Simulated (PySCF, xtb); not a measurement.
C6H14Te. Atoms are numbered in the order given.

```xyz
21

C      1.7444     1.4343     1.2127
C      1.5701    -0.0568     0.9536
C      2.8636    -0.7399     0.5180
Te     0.0351    -0.4661    -0.5951
C     -1.6379     0.5010     0.5005
C     -1.8572     1.9399     0.0420
C     -2.8956    -0.3565     0.3796
H      2.0828     1.9646     0.2990
H      2.5097     1.5961     2.0051
H      0.8079     1.9150     1.5580
H      1.1668    -0.5594     1.8570
H      2.7298    -1.8293     0.3636
H      3.6480    -0.6015     1.2937
H      3.2541    -0.3037    -0.4254
H     -1.2717     0.4823     1.5489
H     -0.9444     2.5575     0.1463
H     -2.1651     1.9790    -1.0232
H     -2.6651     2.4161     0.6423
H     -2.7387    -1.3818     0.7666
H     -3.2319    -0.4395    -0.6755
H     -3.7309     0.1069     0.9500
```

The structure is a stationary point at PBE-D3(BJ)/def2-SVP. The def2 effective core potentials stand for the cores of Te; spin–orbit coupling is left out. Other conformers were not sampled.

Computed with IEF-PCM-B3LYP/def2-SVP run with PySCF.

The values are the electrostatic part of the solvation free energy, E(continuum) − E(gas) at the gas-phase geometry, in a cavity of scaled van der Waals radii (PySCF's table); cavitation and dispersion terms are not included. In vacuum the orbital gap is 4.74 eV. The dipole moment in vacuum is 1.41 D.

Computed values in water (ε = 78.36), 1-octanol (ε = 9.86), dichloromethane (ε = 8.93):
```tsv
solvent	ε	ΔG(elec) (kcal/mol)	dipole (D)	gap (eV)
water	78.36	-2.6	2.17	4.91
1-octanol	9.86	-2.2	2.03	4.89
dichloromethane	8.93	-2.1	2.02	4.88
```

For comparison, GFN2-xTB/ALPB(water) (xtb, at the GFN2-xTB geometry, all terms of that model) gives -1.0 kcal/mol.
